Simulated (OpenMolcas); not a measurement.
Cr3+ among 4 point charges of -3 e arranged as a square (D4h), 1.66 Å from the ion. The active orbitals were held to one l.

| Property | Result |
| --- | --- |
| Program | OpenMolcas |
| Method | CASSCF |
| Basis | ANO-RCC-VTZP [6s5p3d2f1g] |
| Scalar Hamiltonian | DKH2, point nucleus |
| Active space | 3 electrons in 5 orbitals (3d) |
| State averaging | 2S+1 = 4 even, 10 roots; 2S+1 = 2 even, 40 roots |
| Spin-orbit coupling | state interaction with AMFI integrals over the reference wave functions |

(1) What is the spin-free ground state (labels of D4, the rotations of D4h)?

(2) Where is the first state of the same spin?

(3) What are the lowest two levels with spin-orbit coupling?

(4) What is χT at 300 K, and how does it compare with the textbook value?

## Answers

(1) 4A2, 1-fold in its orbital part, 69 % from free-ion P terms; it has the highest spin that d3 allows.

(2) 4B1 at 10700 cm-1 above the ground state.

(3) A 2-fold level E3/2 with g = 0.00, 0.00, 6.01, then a 2-fold level E1/2 3.7 cm-1 above it. Their leading multiplicities are 4 (100 %) and 4 (100 %).

(4) The lowest level has 2S+1 = 4, for which the spin-only value is χT = S(S+1) / 2 = 1.875 cm3 K/mol (g = 2). The computed 1.861 at 300 K differs by -0.014, through a little spin-orbit mixing out of the ground term, against the free-electron g of 2.0023, which raises it.

Without dynamic correlation the repulsion within the d shell is too large (B by tens of per cent), so at a given field states of lower spin stand too high. This is an electrostatic model: the charges have no orbitals. No measured value stands beside these numbers.
